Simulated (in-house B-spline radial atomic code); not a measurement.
The numbers below are computed, except where a source is named.
Making a Troullier-Martins s channel for F, r_c = 0.67 bohr

F, [He] 2s2 2p5, non-relativistic LDA (VWN5), spherical and spin-unpolarised, from an all-electron radial atomic-structure program (B-spline basis) (atomic units). The all-electron 2s level is ε = -1.086859 hartree, its outermost node lies just inside 0.25 bohr and its outer maximum at 0.77 bohr.

Inside r_c the pseudo-orbital is u(r) = r^1 exp(p(r)), with p = c0 + c2 r² + c4 r⁴ + … + c12 r¹². The seven coefficients follow from p and its first four derivatives at r_c, from zero curvature of the screened potential at the origin, c4 = −c2²/(2l + 5), and from the norm inside r_c. At r_c the all-electron orbital has P = 0.9967985, P' = 0.5074614, the screened potential V = -4.187681, V' = 12.42515, V'' = -47.78859, and the norm inside is Q = 0.2357057.

What are p, p' and p'' at r_c?

p = ln(P/r_c^1) = ln(0.9967985/0.67) = 0.39727. p' = P'/P − 1/r_c = 0.50909 − 1.49254 = -0.98345. The radial equation gives p'' = 2(V − ε) − 2(1) p'/r_c − p'² = -6.20164 − (-2.93566) − 0.96717 = -4.23315. Differentiating, p''' = 2V' + 2(1)p'/r_c² − 2(1)p''/r_c − 2p'p'' = 24.779, and p'''' = 2V'' − 4(1)p'/r_c³ + 4(1)p''/r_c² − 2(1)p'''/r_c − 2p''² − 2p'p''' = -181.29.

For a trial c2 the five matching conditions are linear in c0, c6, c8, c10 and c12, and c2 is varied until the norm inside r_c equals Q. The root nearest zero gives:

| n | c_n |
| --- | --- |
| 0 | 0.08201087 |
| 2 | 2.88196 |
| 4 | -1.661139 |
| 6 | -31.5277 |
| 8 | 94.76615 |
| 10 | -112.41 |
| 12 | 50.00005 |

Check c4 and p(r_c), and find the screened pseudopotential at the origin.

−c2²/5 = -1.66114, as listed. The terms c_n r_c^n are 0.08201, 1.29371, -0.33474, -2.85194, 3.84815, -2.04905, 0.40914, which sum to 0.39727. Inverting the radial equation, V_l(r) = ε + 1 p'/r + (p'' + p'²)/2, so V_l(0) = ε + (2l + 3) c2 = -1.086859 + 3 × (2.88196) = 7.5590 hartree, finite where the all-electron potential diverges.

Orbitals and screened potentials:

```csv
r (bohr),P,u,V all-electron,V pseudo
0.067,-0.4298,0.07367,-115.5,7.545
0.168,-0.2966,0.1974,-37.41,7.054
0.268,0.09386,0.3514,-19.57,4.805
0.369,0.4674,0.5459,-12.02,0.2675
0.469,0.7398,0.7501,-8.092,-4.197
0.57,0.9114,0.9116,-5.713,-5.411
0.67,0.9968,0.9968,-4.188,-4.188
```

Logarithmic derivatives P'/P at R = 0.97 bohr, for energies E around ε:

```json
{"E − ε (hartree)": "-0.5", "all-electron": "-0.0489393", "pseudo": "-0.0493391"}
{"E − ε (hartree)": "-0.25", "all-electron": "-0.304699", "pseudo": "-0.304814"}
{"E − ε (hartree)": "-0.1", "all-electron": "-0.469834", "pseudo": "-0.469855"}
{"E − ε (hartree)": "0", "all-electron": "-0.585377", "pseudo": "-0.585377"}
{"E − ε (hartree)": "0.1", "all-electron": "-0.705659", "pseudo": "-0.705682"}
{"E − ε (hartree)": "0.25", "all-electron": "-0.895766", "pseudo": "-0.895924"}
{"E − ε (hartree)": "0.5", "all-electron": "-1.242", "pseudo": "-1.24274"}
```

With P(R) = 0.9545351 and a norm of 0.5369103 inside R, what slope in energy does norm conservation fix?

d(P'/P)/dE = −2 × (norm inside R)/P(R)² = -1.1785 per hartree·bohr at E = ε, for both atoms, since orbital and norm agree at R. Differences over ±0.1 hartree give -1.1791 (all-electron) and -1.1791 (pseudo), which also hold third-order terms. Half a hartree below ε the two curves differ by -0.0004.
